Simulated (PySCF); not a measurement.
## Energy of Cr (chromium, neutral) between two integer charges

The 4s alpha orbital of [Ar] 3d5 4s1 is emptied in steps (occupation f), with all orbitals relaxed, ending at [Ar] 3d5. Calculation: PySCF 2.14, in def2-TZVP (6s4p4d1f, 45 functions); the non-relativistic Hamiltonian (point nucleus). The exact energy is a straight line in f; departures are measured from the line between the end points of the same method.

```csv
f,M06-2X (eV)
1,0.000
0.75,-0.285
0.5,-0.370
0.25,-0.238
0,0.000
```

Q: For M06-2X, how does the orbital energy at f = 1 compare with the removal energy?

A: −ε = 5.061 eV against a total-energy difference of 6.524 eV. By Janak's theorem ε = ∂E/∂f, so the gap between them reflects the curvature. Along the path −ε is 5.750 (f = 0.75), 6.637 (f = 0.5), 7.392 (f = 0.25) eV.

Reference removal energy between the ground levels: 6.767 eV (measured; NIST Atomic Spectra Database, ionization energies).
